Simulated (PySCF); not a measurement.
Radial density of Mn²⁺ (manganese, charge +2)

PW91, [Ar] 3d5, high-spin 6S determinant. Calculation: PySCF 2.14, in x2c-TZVPPall; the spin-free X2C one-electron Hamiltonian (Gaussian nucleus).

| r (bohr) | 4πr²ρ (e/bohr) | 4πr²(ρα − ρβ) |
| --- | --- | --- |
| 0.00106 | 0.2001 | 0.0000 |
| 0.00179 | 0.5086 | 0.0000 |
| 0.00301 | 1.278 | 0.0000 |
| 0.00506 | 3.099 | 0.0000 |
| 0.00851 | 7.035 | 0.0000 |
| 0.0143 | 14.29 | 0.0000 |
| 0.0241 | 24.13 | 0.0000 |
| 0.0405 | 30.08 | 0.0005 |
| 0.0681 | 25.66 | 0.0038 |
| 0.115 | 24.53 | 0.0351 |
| 0.193 | 33.19 | 0.2649 |
| 0.324 | 19.43 | 1.3366 |
| 0.545 | 12.53 | 3.5476 |
| 0.917 | 13.14 | 4.0296 |
| 1.54 | 3.315 | 1.7574 |
| 2.60 | 0.3043 | 0.2698 |
| 4.37 | 0.006262 | 0.0062 |

Densities and radii are taken from the X2C orbitals without a picture-change correction, which distorts them close to the nucleus.
